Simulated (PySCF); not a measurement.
Isomers of C9H14O, mass 138.104 u with the commonest isotopes. Method used: PBE0-D3(BJ)/def2-SVP geometry optimisation, gas phase in PySCF. One conformer each, none proved a minimum here; rigid rotors.

Question: Order these by rotational constant C, largest first.
A. `[CH3:1][CH2:2][O:3]/[CH:4]=[CH:5]\[C@@H:6]1[CH2:7][C:8]12[CH2:9][CH2:10]2` with C1–C2–O3–C4 169°, C2–O3–C4–C5 8°, C4–C5–C6–C7 -136°
B. `[CH3:1][CH:2]([CH3:3])[O:4][C@@H:5]1[CH:6]=[CH:7][C@H:8]2[CH2:9][C@@H:10]12` with C1–C2–O4–C5 -154°, C2–O4–C5–C6 -160°
C. `[O:1]=[CH:2]/[C:3]1=[CH:4]\[CH2:5][CH2:6][CH2:7][CH2:8][CH2:9][CH2:10]1` with O1–C2–C3–C4 -168°, C3–C4–C5–C6 88°, C4–C5–C6–C7 -48°, C5–C6–C7–C8 81°, C6–C7–C8–C9 -113°

Answer: C (968.0 MHz), B (734.6 MHz), A (553.2 MHz).

Question: Order these by radius of gyration √(Σ m r²/M), largest first.
A. `[O:1]=[CH:2]/[C:3]1=[CH:4]\[CH2:5][CH2:6][CH2:7][CH2:8][CH2:9][CH2:10]1` with O1–C2–C3–C4 -168°, C3–C4–C5–C6 88°, C4–C5–C6–C7 -48°, C5–C6–C7–C8 81°, C6–C7–C8–C9 -113°
B. `[CH3:1][CH2:2][O:3]/[CH:4]=[CH:5]\[C@@H:6]1[CH2:7][C:8]12[CH2:9][CH2:10]2` with C1–C2–O3–C4 169°, C2–O3–C4–C5 8°, C4–C5–C6–C7 -136°
C. `[CH3:1][CH:2]([CH3:3])[O:4][C@@H:5]1[CH:6]=[CH:7][C@H:8]2[CH2:9][C@@H:10]12` with C1–C2–O4–C5 -154°, C2–O4–C5–C6 -160°

Answer: B (2.655 Å), C (2.344 Å), A (2.102 Å).

Question: Order these by rotational constant B, smallest first.
A. `[O:1]=[CH:2]/[C:3]1=[CH:4]\[CH2:5][CH2:6][CH2:7][CH2:8][CH2:9][CH2:10]1` with O1–C2–C3–C4 -168°, C3–C4–C5–C6 88°, C4–C5–C6–C7 -48°, C5–C6–C7–C8 81°, C6–C7–C8–C9 -113°
B. `[CH3:1][CH:2]([CH3:3])[O:4][C@@H:5]1[CH:6]=[CH:7][C@H:8]2[CH2:9][C@@H:10]12` with C1–C2–O4–C5 -154°, C2–O4–C5–C6 -160°
C. `[CH3:1][CH2:2][O:3]/[CH:4]=[CH:5]\[C@@H:6]1[CH2:7][C:8]12[CH2:9][CH2:10]2` with C1–C2–O3–C4 169°, C2–O3–C4–C5 8°, C4–C5–C6–C7 -136°

Answer: C (589.0 MHz), B (772.8 MHz), A (1245 MHz).

```tsv
SMILES	point group	Ia (u·Å²)	Ib (u·Å²)	Ic (u·Å²)	κ	μa (D)	μb (D)	μc (D)
O=C/C1=C\CCCCCC1	C1	292.72	405.90	522.06	-0.27	3.19	0.08	1.11
CCO/C=C\[C@@H]1CC12CC2	C1	175.75	858.09	913.52	-0.97	0.15	1.12	0.18
CC(C)O[C@@H]1C=C[C@H]2C[C@H]21	C1	176.15	653.92	688.00	-0.96	0.02	0.79	0.94
```
